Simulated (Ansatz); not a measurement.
Geometry optimisation, RKS PBE0-D4/def2-SVP in Ansatz 0.2.0.

Input file:

```yaml
crystal:
  periodic: [false, false, false]
  atoms:
    - { symbol: Li, position_ang: [-0.00635, -3.18697, 0.24985] }
    - { symbol: C, position_ang: [-0.45212, -1.33081, 0.55549] }
    - { symbol: Te, position_ang: [0.72509, -0.38991, -0.67748] }
    - { symbol: "N", position_ang: [0.46383, 1.55293, -0.3004] }
    - { symbol: H, position_ang: [-1.09461, -0.67726, 1.14942] }
    - { symbol: H, position_ang: [0.81134, 2.18619, -1.00983] }
    - { symbol: H, position_ang: [-0.44718, 1.84582, 0.03294] }
total_charge: 1
basis:
  gaussian: { orbitals: def2-SVP }
hamiltonian:
  xc: pbe0
  dispersion: d4
relax:
  f_tol: 0.015
  max_steps: 40
```

Launched with:

```bash
$ ansatz run input.yaml --threads 1 --pin off --max-ram 2048MiB --backend cpu --events-out ev --progress --plain --runs-dir out
```

Problem. Where does it end, and by what steps?

Solution. It converged. Limits of this set-up: the dipole of an ion depends on the origin. After 9 steps the energy has fallen by 0.282 eV; Li1 moved furthest, 0.50 Å. Parted: Li1–Te3.

| step | energy less start (eV) | largest force component (eV/Å) | accepted |
| --- | --- | --- | --- |
| 0 | 0.0000 | 0.888 | yes |
| 1 | -0.1754 | 0.469 | yes |
| 2 | -0.2546 | 0.257 | yes |
| 3 | -0.2640 | 0.203 | yes |
| 4 | -0.2782 | 0.142 | yes |
| 5 | -0.2811 | 0.080 | yes |
| 6 | -0.2819 | 0.060 | yes |
| 7 | -0.2820 | 0.035 | yes |
| 8 | -0.2821 | 0.023 | yes |
| 9 | -0.2821 | 0.008 | yes |

```xyz
7
Properties=species:S:1:pos:R:3
Li -0.321 -3.386 0.586
C -0.273 -1.373 0.354
Te 0.875 -0.261 -0.741
N 0.469 1.646 -0.282
H -0.980 -0.767 0.954
H 0.664 2.315 -1.026
H -0.433 1.827 0.156
```

Time of the run: 45 s on 1 thread of Arm Neoverse V1 (shared host), peak memory 0.17 GiB.
